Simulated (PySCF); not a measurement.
# Iodine: a sound run and one with changed settings

Sound run: I [Kr] 4d10 5s2 5p5, I⁺ [Kr] 4d10 5s2 5p4. Calculation: PySCF 2.14, in aug-cc-pVDZ-PP with ECP28MDF; scalar relativity through the core potential. In the sound run the correlated levels freeze 4s2 4p6 4d10 outside the core potential. The sound run starts from symmetry-adapted Hartree-Fock orbitals and uses a fine grid where one is needed.

A second run was set up differently.

```
species   method  sound run (hartree)  changed run (hartree)  converged
      I      MP2           -294.73576             -294.70900        yes
      I  CCSD(T)           -294.75059             -294.71879        yes
     I⁺      MP2           -294.36307             -294.33163        yes
     I⁺  CCSD(T)           -294.37777             -294.33930        yes
```

Ionisation energy of I:

```tsv
method	sound run (eV)	changed run (eV)
UHF	9.591	9.591
MP2	10.141	10.269
SCS-MP2	10.121	10.304
CCSD	10.130	10.316
CCSD(T)	10.145	10.326
```

(1) What was changed?
A. all electrons correlated in a valence basis
B. level shift left on
C. a valence shell is frozen
D. too few SCF iterations

## Answers

(1) C. Freezing a valence shell removes pair correlation that changes on ionisation.
